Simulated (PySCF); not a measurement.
C2H7Ge (calculated)

Computed with PySCF 2.14.0. Calculation on a computer-drawn molecule: the log of a Hartree-Fock and frozen-core CCSD(T) single point meant for a local Hartree-Fock minimum, with one planted fault or none, to be diagnosed. Offsets are logged minus clean, where the clean run is the same molecule without the fault. The reference is restricted for singlets and unrestricted otherwise, and also for a bond in bohr or an excited solution. Adding or removing an electron swaps singlet and doublet. The excited solution moves the top pair (singlet) or top alpha electron (doublet) to the lowest empty orbital. Highest occupied and lowest empty are orbital energies over both spins, largest force is the largest gradient component, triples share is (T) over the correlation energy, the T1 limit is 0.02 restricted and 0.045 unrestricted, electrons count all cores, a negative frequency is imaginary (commonest isotopes), and the dipole is about the centre of nuclear charge; on germanium a core potential holds 10 electrons, which the energies leave out, and 3d is frozen in MP2 and coupled-cluster steps.

```xyz
10
formula=C2H7Ge meant_charge=1 meant_multiplicity=1 meant_basis=cc-pVDZ meant_basis_and_core_potential_on_germanium=cc-pVDZ-PP_ECP10MDF logged_electrons=50 logged_basis_functions=86 logged_SCF_converged=yes logged_spin_squared=2.0122 logged_highest_occupied=-13.268 logged_lowest_empty=-8.7595 logged_largest_force=0.10915 logged_T1_diagnostic=0.021451 logged_D1_diagnostic=0.11922 logged_triples_share=0.028568 logged_CC_converged=yes logged_dipole_magnitude=2.878 logged_SCF_stable_within_its_kind=yes logged_energy_HF=-372.76526 logged_energy_CCSD(T)=-373.18453 possible_faults=no_fault,one_electron_removed,one_electron_added,multiplicity_raised_by_two,geometry_at_a_saddle_point,SCF_held_on_an_excited_solution,minimal_basis_STO-3G,one_bond_length_entered_in_bohr,all_coordinates_scaled planted_fault=multiplicity_raised_by_two HF_energy_offset_from_clean_run=90.5 CCSD(T)_energy_offset_from_clean_run=94.84
C     -0.0196    -2.2685     0.4977
C     -0.3548    -0.9720    -0.2476
Ge     1.1571     0.0200    -0.9239
H      0.4983    -2.9819    -0.1439
H      0.5956    -2.0817     1.3783
H     -0.9471    -2.7326     0.8314
H     -0.9943    -1.1414    -1.1213
H     -0.8990    -0.2560     0.3794
H      2.5928    -0.4222    -0.7154
H      0.9665     1.3069    -1.7028
```

Units: logged_highest_occupied, logged_lowest_empty in eV; logged_largest_force in hartree/bohr; logged_dipole_magnitude in debye; logged_energy_HF, logged_energy_CCSD(T) in hartree; HF_energy_offset_from_clean_run, CCSD(T)_energy_offset_from_clean_run in kcal/mol.

Drawn bonds:
| atom | other atom | order |
| --- | --- | --- |
| 1 | 2 | 1 |
| 2 | 3 | 1 |
| 1 | 4 | 1 |
| 1 | 5 | 1 |
| 1 | 6 | 1 |
| 2 | 7 | 1 |
| 2 | 8 | 1 |
| 3 | 9 | 1 |
| 3 | 10 | 1 |
